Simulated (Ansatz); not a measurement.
Geometry optimisation, Ansatz 0.2.0, RKS PBE-D4/6-31G*.

The input (input.yaml):

```yaml
crystal:
  periodic: [false, false, false]
  atoms:
    - { symbol: C, position_ang: [-1.2731, -1.1255, -0.2199] }
    - { symbol: C, position_ang: [-0.0205, -0.6501, 0.4438] }
    - { symbol: C, position_ang: [0.8004, -1.8852, 0.7345] }
    - { symbol: F, position_ang: [-0.286, -0.0946, 1.6531] }
    - { symbol: Si, position_ang: [0.9393, 0.6812, -0.5122] }
    - { symbol: Si, position_ang: [-0.2447, 2.6756, -0.4299] }
    - { symbol: H, position_ang: [-1.8239, -1.8107, 0.3927] }
    - { symbol: H, position_ang: [-1.1047, -1.5116, -1.2222] }
    - { symbol: H, position_ang: [-2.0032, -0.2186, -0.3162] }
    - { symbol: H, position_ang: [0.27888, -2.64205, 1.29329] }
    - { symbol: H, position_ang: [1.14165, -2.37405, -0.22899] }
    - { symbol: H, position_ang: [1.74124, -1.66167, 1.22429] }
    - { symbol: H, position_ang: [2.2436, 0.9015, 0.0847] }
    - { symbol: H, position_ang: [1.1154, 0.2596, -1.8878] }
    - { symbol: H, position_ang: [-1.603, 2.4483, -1.0032] }
    - { symbol: H, position_ang: [0.4535, 3.7347, -1.2191] }
    - { symbol: H, position_ang: [-0.3736, 3.2033, 0.9587] }
basis:
  gaussian: { orbitals: "6-31G*" }
hamiltonian:
  xc: pbe
  dispersion: d4
relax:
  f_tol: 0.015
  max_steps: 40
```

Command:

```bash
$ ansatz run input.yaml --threads 2 --pin off --max-ram 3072MiB --backend cpu --events-out ev --progress --plain --runs-dir out
```

**Question.** Where does it end, and by what steps?

**Answer.** It converged. The force dipped under the threshold on the way, but the program's further checks kept it going. After 10 steps the energy has fallen by 0.431 eV; H15 moved furthest, 0.36 Å.

```
step  energy less start (eV)  largest force component (eV/Å)  accepted
   0                  0.0000                           2.983       yes
   1                 -0.3665                           0.977       yes
   2                 -0.4183                           0.280       yes
   3                 -0.4246                           0.138       yes
   4                 -0.4268                           0.090       yes
   5                 -0.4291                           0.032       yes
   6                 -0.4297                           0.086       yes
   7                 -0.4304                           0.047       yes
   8                 -0.4309                           0.009       yes
   9                 -0.4312                           0.018       yes
  10                 -0.4312                           0.014       yes
```

```xyz
17
Properties=species:S:1:pos:R:3
C -1.311 -1.097 -0.315
C -0.021 -0.688 0.391
C 0.840 -1.890 0.768
F -0.401 -0.044 1.617
Si 0.962 0.679 -0.562
Si -0.239 2.684 -0.365
H -1.884 -1.791 0.326
H -1.090 -1.608 -1.267
H -1.949 -0.223 -0.530
H 0.251 -2.602 1.376
H 1.192 -2.418 -0.135
H 1.721 -1.580 1.352
H 2.325 0.819 0.058
H 1.153 0.281 -2.002
H -1.694 2.441 -0.654
H 0.255 3.722 -1.334
H -0.128 3.243 1.022
```

Run time: 27 s on 2 threads of Intel(R) Xeon(R) Platinum 8488C (Sapphire Rapids), on a shared host, peak memory 0.22 GiB.
